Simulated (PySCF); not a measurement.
Species: C5H6O3.
Structure used (PBE0-D3(BJ)/def2-SVP), in Å, numbered top down from 1:
```xyz
14
C5H6O3 angstrom
O     -3.2014    0.5649   -1.2509
C     -2.1619    0.4014   -0.6855
C     -0.8916    1.1552   -0.7946
C      0.0064    0.6077    0.0336
C      1.4281    0.9831    0.2960
O      2.2821   -0.1298    0.2925
C     -0.6485   -0.5490    0.7247
O     -1.9613   -0.5990    0.2214
H     -0.7717    2.0074   -1.4618
H      1.7441    1.7701   -0.4133
H      1.4990    1.4211    1.3064
H      2.3198   -0.4752   -0.6060
H     -0.6692   -0.4132    1.8207
H     -0.1252   -1.4982    0.5211
```

The calculation used TDDFT PBE0/def2-SVPD, vertical, gas phase, core orbitals frozen in the response in PySCF 2.14.0, density-fitted response routines.

Computed states:

```
state  E (eV)       f
   S1    4.85  0.0002
   S2    6.05   0.023
   S3    6.16   0.275
   S4    6.69   0.107
   S5    7.29  0.0059
   S6    7.36  0.0067
```

Broadening: Gaussians 0.5 eV wide at half height, area fixed by f = 4.319×10⁻⁹ ∫ε dν̃. The width is an assumption, not a result. The curve ends short of the highest state used, and states not computed would add to its high-energy end.

(1) Give the broadened spectrum and its maxima.

(2) Coming from long wavelengths, where does ε first pass 100 L mol⁻¹ cm⁻¹?

(3) Does any computed singlet lie in the visible range?

(4) On this curve, what absorbance would a 10⁻³ mol/L sample give at 248 nm over a 1 cm path?

Results:

(1) 
λ (nm), ε (L mol⁻¹ cm⁻¹) and a bar:
```
    183.5       5823 ###########
    187.6       7038 #############
    191.7       8760 #################
    195.8      12621 ########################
    199.9      15915 ##############################
    204.0      15045 ############################
    208.1      10528 ####################
    212.2       5595 ###########
    216.3       2329 ####
    220.4        782 #
    224.5        218 
    228.6         52 
    232.7         11 
    236.8          4 
    240.9          4 
    245.0          6 
    249.2          9 
    253.3         10 
    257.4         10 
    261.5          9 
    265.6          7 
    269.7          5 
    273.8          3 
    277.9          2 
    282.0          1 
    286.1          1 
    290.2          0 
    294.3          0 
    298.4          0 
    302.5          0
```

Maxima: 256 nm (4.85 eV), ε about 10, made up of S1 (100%); 201 nm (6.16 eV), ε about 16000, made up of S3 (92%) (ε in L mol⁻¹ cm⁻¹; maxima over ε = 5, shares over 10%).

(2) At about 227 nm (5.47 eV), 0.62 eV above S1.

(3) No computed singlet lies in the visible range (380 to 750 nm); the lowest, at 256 nm, stands 1.59 eV above its violet end (3.26 eV).

(4) 248 nm is 4.999 eV, where ε is about 8 L mol⁻¹ cm⁻¹, so A = ε c l ≈ 0.008 (Beer–Lambert, with the gas-phase spectrum and the assumed width).

One conformer stands for the species.
